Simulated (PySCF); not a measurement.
sulfuric acid (H₂O₄S), SMILES O=S(=O)(O)O. Geometry: TPSSh-D3(BJ)/def2-SVP. One conformer was computed; it need not be the lowest.

These are TPSSh-D3(BJ)/def2-SVP in PySCF values and carry that method's errors.

Harmonic wavenumbers (cm⁻¹): 244, 318, 349, 417, 460, 506, 513, 786, 846, 1117, 1134, 1187, 1440, 3717, 3721. Rotational constants (GHz): 4.872, 4.824, 4.626; symmetry number 2.

Question: Work out the zero-point energy and the ideal-gas rigid-rotor harmonic-oscillator thermochemistry at 298.15 K and 1 atm.

Answer: ZPE = ½ Σ hcν = ½ × 16756 cm⁻¹ = 100.22 kJ/mol. H − E(el) = 116.59 kJ/mol. Entropy in J/(mol K): translation 165.94, rotation 100.91, vibration 32.49, total 299.34. G − E(el) = 27.34 kJ/mol. Cp = 84.69 J/(mol K).
